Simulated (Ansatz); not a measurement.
`BOBF`. Total charge 0; spin multiplicity 1. All single points use the PBE0-D4/def2-TZVP geometry. It is one conformer, not always the lowest.

```xyz
7

B     0.115    0.722   -0.991
O     0.516   -0.355   -0.258
B    -0.044   -0.743    0.922
F     0.460   -1.807    1.509
H    -0.792    1.404   -0.604
H     0.701    0.941   -2.009
H    -0.957   -0.162    1.430
```

Question: What is the dipole moment at r2SCAN/def2-TZVPP? (Estimate.)

Answer: The calculation gave: 1.04 D, with components (-0.64, 0.81, -0.11) D in this frame, pointing from negative to positive charge.

Question: And with PBE, B3LYP, ωB97M-V? (Best estimate.)

Answer: Ansatz gave: PBE 0.93 D, B3LYP 1.15 D, ωB97M-V 1.12 D.

Question: Give the Mulliken charges with r2SCAN, B3LYP, ωB97M-V in def2-TZVPP. (An estimate is asked.)

Answer: The calculation gave: 
```tsv
atom	r2SCAN	B3LYP	ωB97M-V
B1	0.16	0.08	0.03
O2	-0.32	-0.27	-0.30
B3	0.42	0.35	0.32
F4	-0.24	-0.22	-0.22
H5	-0.01	0.02	0.05
H6	0.01	0.04	0.07
H7	-0.02	0.00	0.04
```

B3LYP here is the variant with VWN-RPA as its local correlation; programs differ in this.
